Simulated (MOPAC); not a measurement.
MOPAC input (PM6):

```
PM6 FORCE THERMO(298,298) PRECISE LET UHF MS=0.5 GEO-OK AUX(PRECISION=9) THREADS=1
InO

In    0.00000000 1    0.00000000 1   -0.25528004 1
O     0.00000000 1   -0.00000000 1    1.65285426 1
```

Question: Which zero-point energy does it print?

Answer: 1.28 kcal/mol, from the harmonic wavenumbers of PM6.
